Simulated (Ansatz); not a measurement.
Consider the cleavage of the Si–Si bond: `CO[SiH2][SiH3]` + `CO[SiH](N)O` → `CO[SiH](N)O[SiH3]` + `CO[SiH3]`.

Gas-phase electronic energies from Ansatz, PBE0-D4/def2-TZVP geometries. CCSD(T)/CBS is the MP2 limit (def2-TZVPP, def2-QZVPP) plus CCSD(T) − MP2 in def2-TZVPP, frozen cores. Each species was taken in one conformer, which may not be the lowest.

| species | HF/def2-QZVPP energy (Eh) |
| --- | --- |
| `CO[SiH2][SiH3]` | -695.37141 |
| `CO[SiH](N)O` | -535.32978 |
| `CO[SiH](N)O[SiH3]` | -825.49524 |
| `CO[SiH3]` | -405.25800 |

**Question.** Work out ΔE.

**Answer.** ΔE = (-825.49524) + (-405.25800) − (-695.37141) − (-535.32978) = -0.05205 Eh = -1.42 eV. CCSD(T)/CBS gives -1.14 eV.

Largest T1 diagnostic among the species: 0.012.

In def2-TZVPP, CCSD(T) changes the Hartree–Fock value by +0.25 eV (the triples alone add +0.03 eV) and MP2 by +0.17 eV. The D4 term adds −0.04 eV with B3LYP and −0.02 eV with PBE0; it sums over pairs of atoms, weighted by their polarisabilities, and B3LYP, whose exchange is more repulsive, gets the larger term.

B3LYP here is the variant with VWN-RPA as its local correlation; programs differ in this.
